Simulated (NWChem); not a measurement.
Program: NWChem. System: H6Al2, charge 0, spin multiplicity 1, at a geometry optimised with PBE0/def2-SVP. The structure started from a generated list of species. Level: CCSD(T)/def2-TZVP, 10 core orbitals frozen.

Part of the output:

```
             Northwest Computational Chemistry Package (NWChem) 7.3.0
             --------------------------------------------------------

                                NWChem Input Module
                                -------------------

 Scaling coordinates for geometry "geometry" by  1.889725989
 (inverse scale =  0.529177249)

 Turning off AUTOSYM since
 SYMMETRY directive was detected!

                             Geometry "geometry" -> ""
                             -------------------------

 Output coordinates in angstroms (scale by  1.889725989 to convert to a.u.)

  No.       Tag          Charge          X              Y              Z
 ---- ---------------- ---------- -------------- -------------- --------------
    1 Al                  13.0000     0.00000000     0.00000000    -1.30387500
    2 Al                  13.0000     0.00000000     0.00000000     1.30387500
    3 H                    1.0000     0.00000000    -1.15872300     0.00000000
    4 H                    1.0000    -1.42360600     0.00000000    -1.99309900
    5 H                    1.0000     1.42360600     0.00000000    -1.99309900
    6 H                    1.0000     0.00000000     1.15872300     0.00000000
    7 H                    1.0000    -1.42360600     0.00000000     1.99309900
    8 H                    1.0000     1.42360600     0.00000000     1.99309900

 Effective nuclear repulsion energy (a.u.)      77.7734088576

            Nuclear Dipole moment (a.u.)
            ----------------------------
        X                 Y               Z
 ---------------- ---------------- ----------------
     0.0000000000     0.0000000000     0.0000000000

      Symmetry information
      --------------------

 Group name             D2h
 Group number             26
 Group order               8
 No. of unique centers     3

      Symmetry unique atoms

     1    3    4


 Summary of "ao basis" -> "" (spherical)
 ------------------------------------------------------------------------------
       Tag                 Description            Shells   Functions and Types
 ---------------- ------------------------------  ------  ---------------------
 *                         def2-tzvp                  on all atoms

 Summary of "ao basis" -> "ao basis" (spherical)
 ------------------------------------------------------------------------------
       Tag                 Description            Shells   Functions and Types
 ---------------- ------------------------------  ------  ---------------------
[...]
     2   1 0 1     -0.000000      0.000000      0.000000
     2   0 2 0    -20.591532      0.000000      9.589300
     2   0 1 1     -0.000000      0.000000      0.000000
     2   0 0 2    -25.127816      0.000000    214.592807

                   NWChem Extensible Many-Electron Theory Module
                   ---------------------------------------------


            General Information
            -------------------
      Number of processors :     1
         Wavefunction type : Restricted Hartree-Fock
          No. of electrons :    32
           Alpha electrons :    16
            Beta electrons :    16
           No. of orbitals :   220
            Alpha orbitals :   110
             Beta orbitals :   110
        Alpha frozen cores :    10
         Beta frozen cores :    10
     Alpha frozen virtuals :     0
      Beta frozen virtuals :     0
         Spin multiplicity : singlet
    Number of AO functions :   110
       Number of AO shells :    50
        Use of symmetry is : on
      Symmetry adaption is : on
         Schwarz screening : 0.10D-09

          Correlation Information
          -----------------------
          Calculation type : Coupled-cluster singles & doubles w/ perturbation
   Perturbative correction : (T)
            Max iterations :      100
        Residual threshold : 0.10D-05
     T(0) DIIS level shift : 0.00D+00
     L(0) DIIS level shift : 0.00D+00
     T(1) DIIS level shift : 0.00D+00
     L(1) DIIS level shift : 0.00D+00
     T(R) DIIS level shift : 0.00D+00
     T(I) DIIS level shift : 0.00D+00
   CC-T/L Amplitude update :  5-th order DIIS
                I/O scheme : Global Array Library
        L-threshold :  0.10D-05
        EOM-threshold :  0.10D-05
 no EOMCCSD initial starts read in
 TCE RESTART OPTIONS
 SLICE:      F
 D4D5:       F
 quantumc:   F
 qrotation:  F
 pwtce:      F
 qducc:      F
 nacto:                         0
 nrotv:                         0
 nrot:                          0

            Memory Information
            ------------------
          Available GA space size is     249024700 doubles
          Available MA space size is     104830300 doubles

 Maximum block size supplied by input
 Maximum block size        24 doubles

 tile_dim =     20

 -------------------------------------------------

 Global array virtual files algorithm will be used

 Parallel file system coherency ......... OK

 4-electron integrals stored in orbital form

 v2    file size   =          2853631
 4-index algorithm nr.  13 is used
 imaxsize =       30
 imaxsize ichop =        0


CCSD iterations
 ---------------------------------------------------------
 Iter          Residuum       Correlation     Cpu    Wall
 ---------------------------------------------------------
    1   0.1464298917617  -0.1831785690377     0.5     0.5
    2   0.0437871606026  -0.2186500454251     0.5     0.5
    3   0.0151498940571  -0.2272496016921     0.5     0.5
    4   0.0057558750898  -0.2297904686618     0.5     0.5
    5   0.0024077980552  -0.2306323784473     0.5     0.5
    6   0.0004277109607  -0.2311267417762     0.5     0.5
    7   0.0002040116222  -0.2311277592213     0.5     0.5
    8   0.0001029550434  -0.2311331414600     0.5     0.5
    9   0.0000565980459  -0.2311350733584     0.5     0.5
   10   0.0000307807750  -0.2311363974732     0.5     0.5
   11   0.0000046624975  -0.2311378209337     0.5     0.5
   12   0.0000016407375  -0.2311381324353     0.5     0.5
   13   0.0000006723274  -0.2311382538892     0.5     0.5
 -----------------------------------------------------------------
 Iterations converged
 CCSD correlation energy / hartree =        -0.231138253889166
 CCSD total energy / hartree       =      -487.558954688384688

 Singles contributions

 Doubles contributions
 CCSD(T)
 Using plain CCSD(T) code
             total no. of tasks         3225
 total no. of tasks / no. procs         3225
                         wl_min           64           2.0
                         wl_max        64000           6.3
        thresh for no. of tasks         3225

 CCSD[T]  correction energy / hartree =        -0.004629274060616
 CCSD[T] correlation energy / hartree =        -0.235767527949781
 CCSD[T] total energy / hartree       =      -487.563583962445307
 CCSD(T)  correction energy / hartree =        -0.004529597178351
 CCSD(T) correlation energy / hartree =        -0.235667851067517
 CCSD(T) total energy / hartree       =      -487.563484285563050

 Task  times  cpu:       31.4s     wall:       31.4s

 Total times  cpu:       31.4s     wall:       31.4s
```

Question: Write an NWChem input that would produce this output.

Answer: This is not unique; one that fits is 
```
start mol
memory heap 100 mb stack 700 mb global 1900 mb
geometry units angstroms nocenter noautoz
  Al     0.000000     0.000000    -1.303875
  Al     0.000000     0.000000     1.303875
  H      0.000000    -1.158723     0.000000
  H     -1.423606     0.000000    -1.993099
  H      1.423606     0.000000    -1.993099
  H      0.000000     1.158723     0.000000
  H     -1.423606     0.000000     1.993099
  H      1.423606     0.000000     1.993099
  symmetry group D2h
end
basis spherical
  * library def2-tzvp
end
scf
  rhf
  nopen 0
  maxiter 100
  thresh 1e-7
  semidirect memsize 60000000 filesize 0
end
tce
  freeze core 10
  ccsd(t)
  2eorb
  2emet 13
  thresh 1e-6
  maxiter 100
  tilesize 24
end
task tce energy
```
